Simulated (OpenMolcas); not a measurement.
# Ti+: from CASSCF to CASPT2

```yaml
Program: OpenMolcas
Basis: ANO-R3 [7s5p5d3f2g1h]
Scalar_Hamiltonian: X2C, finite nucleus
Active_space: 3 electrons in 6 orbitals (3d 4s)
State_averaging: 2S+1 = 4 even, 20 roots; 2S+1 = 2 even, 52 roots
Spin-orbit_coupling: state interaction with AMFI integrals over the reference wave functions, term energies averaged over their components
```

Methods on the same reference wave functions:
A. CASSCF
B. SS-CASPT2, IPEA 0.25 Eh, imaginary shift 0.1 Eh (closed shells correlated: 3s 3p)
C. MS-CASPT2, IPEA 0.25 Eh, imaginary shift 0.1 Eh (closed shells correlated: 3s 3p)

Energies in cm-1 above 3d2 4s 4F 3/2, the measured ground level; measured values from NIST Handbook of Basic Atomic Spectroscopic Data.

```
        Level      A      B      C  Measured
3d2 4s 4F 3/2    0.0    0.0    0.0       0.0
3d2 4s 4F 5/2   88.7   88.5   88.6      94.1
3d2 4s 4F 7/2    213    213    213       226
3d2 4s 4F 9/2    372    373    373       393
   3d3 4F 3/2   3755    864    865       908
   3d3 4F 5/2   3845    955    956       984
   3d3 4F 7/2   3970   1080   1081      1087
   3d3 4F 9/2   4127   1236   1237      1216
3d2 4s 2F 5/2   8503   3920   3920      4629
3d2 4s 2F 7/2   8745   4160   4160      4898
3d2 4s 4P 1/2  11939  10230  10240      9873
3d2 4s 4P 3/2  11963  10290  10290          
3d2 4s 2D 3/2  12104   7480   7290          
   3d3 2G 7/2  14159   7910   7910      8998
   3d3 2G 9/2  14273   8020   8020      9118
   3d3 2P 1/2  14698   7810   7590      9851
   3d3 2P 3/2  14791   7940   7720      9976
   3d3 4P 1/2  15705   9540   9540      9364
   3d3 4P 3/2  15773   9600   9590      9396
   3d3 4P 5/2  15836   9680   9670      9518
   3d3 2H 9/2  18911  12420  12420     12677
  3d3 2H 11/2  19029  12530  12530     12775
3d2 4s 2G 7/2  19491  13920  13920     15266
3d2 4s 2G 9/2  19522  13950  13950     15257
```

Deviations, from unrounded energies. A percentage is the sum of absolute deviations over the sum of measured energies, with the sign that they share, or ± where signs differ.

| Against measurement | Levels | A | B | C |
| --- | --- | --- | --- | --- |
| mean absolute deviation (cm-1) | 21 | 3900 | 570 | 590 |
| fine structure of the ground term (%) | 3 | -5.5 | -5.4 | -5.3 |
| other terms of the ground configuration (%) | 5 | +36.6 | ±8.9 | ±8.9 |
| other configurations (%) | 13 | +65.7 | ±7.7 | ±8.2 |

B, C lie about equally close to measurement and A furthest from it. The largest miss of B in the table is 3d3 2P 1/2, by -2000 cm-1. The ranking rests on the paired levels alone, and a cruder setting can come out closer through cancelling errors.

Between B and C the level of the table that moves most is 3d3 2P 3/2, by 230 cm-1 (lowest in C, highest in B). Moves below CASPT2's spread within the term are not significant.

The mean deviations of B to C differ by less than CASPT2's widest spread within a term (1700 cm-1), so their order carries little weight.

From A to B the spin-free energies of the other terms of 3d2 4s shown, above 4F, scale by factors of 0.46 to 0.86.

The lowest spin-free term lies below A's lowest term by 0.376 hartree in B, 0.376 hartree in C.

CASPT2 does not keep the components of a term degenerate, so their means are used; among the terms shown or strongly mixed into the levels shown the widest spread is 1700 cm-1 (3d2 4s 2F, C). Over all roots computed the reference weight is 0.88 to 0.93 in B, 0.88 to 0.93 in C; the roots of lowest weight are the least certain, and an intruder state may touch them. Configurations are named by rounded mean occupations; where the s occupation lies near a half they are strongly mixed, a name can repeat and a true partner stay unpaired. A single d shell beside an s shell can misplace configurations of different d count against each other. No level of 3d 4s2 was computed, though it lies in the active space. The CASPT2 spread within a term exceeds the gap to the next term for 3d3 2P and 3d3 2G, so the order of their levels is uncertain (figures for B; the like holds for C). Without dynamic correlation excited terms often stand tens of per cent too high (terms of higher spin than the ground term too low), and those without a measured partner can miss by more than the paired ones (holds for A). Some levels mix across a computed gap that differs much from the measured one, so their mixing is not that of the real levels (holds for B; C). Some terms miss by over 15 % even with CASPT2, which points to a basis or an active space too small for the shells correlated (holds for B; C). Computed and measured levels are paired by configuration, term and J; levels that our copy of the source lacks, or whose pairing is in doubt (as where it misses far off the trend of its configuration), stay unpaired and out of the deviations. Only configurations of the active space appear. The table leaves out levels that lie high or whose names do not pair safely across all columns.
